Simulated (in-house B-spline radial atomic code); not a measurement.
Response and correlation of the praseodymium ion Pr⁵⁷⁺

Closed shell 1s2. Computed with an all-electron radial atomic-structure program (B-spline basis): Dirac-Hartree-Fock, relativistic RPA (time-dependent Dirac-Hartree-Fock) for the response and second-order many-body perturbation theory for correlation, no-pair Dirac-Coulomb Hamiltonian, finite nucleus.

Command:
```bash
python run_mb.py task.json out
```
Settings (nuclear radius in fm, box in bohr, cutoff in hartree):
```
basis_form          2
Z                   59
core_configuration  1s2
rms_radius          4.8919
mass_number         141
speed_of_light      137.036
box_radius          1.748
lmax                7
intervals           55
virtual_cutoff      87025.0
```

Cost of the run: 0.1 s on 1 thread of AMD EPYC 9R45, with other jobs on the host.

```json
{"multipole (bohr³, bohr⁵, bohr⁷)": "dipole", "uncoupled": "6.1488e-07", "coupled RPA": "6.2072e-07"}
{"multipole (bohr³, bohr⁵, bohr⁷)": "quadrupole", "uncoupled": "5.5517e-10", "coupled RPA": "5.5932e-10"}
{"multipole (bohr³, bohr⁵, bohr⁷)": "octupole", "uncoupled": "1.3512e-12", "coupled RPA": "?"}
```

Question: What is the coupled octupole polarisability?

Answer: 1.3585e-12 atomic units, +1 % against the uncoupled value.

Question: Which subshells carry the dipole polarisability?

Answer: 1s1/2 100.0 %.

Question: What does the dipole shielding factor come to?

Answer: The dipole shielding factor is 0.034, against the exact N/Z = 2/59 = 0.034 of the non-relativistic theorem.

Dipole polarisability at imaginary frequency:

| u (Eh) | α(iu) (bohr³) |
| --- | --- |
| 0 | 6.207e-07 |
| 22.1 | 6.206e-07 |
| 66.3 | 6.195e-07 |
| 133 | 6.158e-07 |
| 221 | 6.073e-07 |
| 442 | 5.708e-07 |
| 883 | 4.624e-07 |
| 2210 | 2.068e-07 |

Question: What dispersion coefficients follow for two such ions (the dispersion part alone)?

Answer: C6 = (3/π)∫α(iu)²du = 4.463e-10 hartree·bohr⁶ and C8 = 2.301e-12 hartree·bohr⁸.

Lowest J = 1 odd-parity excitations:

```json
{"energy (eV)": "36524", "oscillator strength": "0.218", "leading channel": "1s1/2 → p1/2", "weight": "0.998"}
{"energy (eV)": "37131", "oscillator strength": "0.526", "leading channel": "1s1/2 → p3/2", "weight": "0.998"}
{"energy (eV)": "43361", "oscillator strength": "0.0389", "leading channel": "1s1/2 → p1/2", "weight": "0.999"}
{"energy (eV)": "43541", "oscillator strength": "0.105", "leading channel": "1s1/2 → p3/2", "weight": "0.999"}
```

Second-order correlation energy by the highest angular momentum of the excited pair (hartree): s -0.0173, p -0.0254, d -0.00351, f -0.0009483, g -0.000352, h -0.0001613, i -8.067e-05, k -4.544e-05.

Question: What is the second-order correlation energy at the partial-wave limit?

Answer: The listed waves sum to -0.047803 hartree; extrapolating the increments as (l + 1/2)⁻⁴ gives -0.047896 hartree, -0.652 eV per electron.
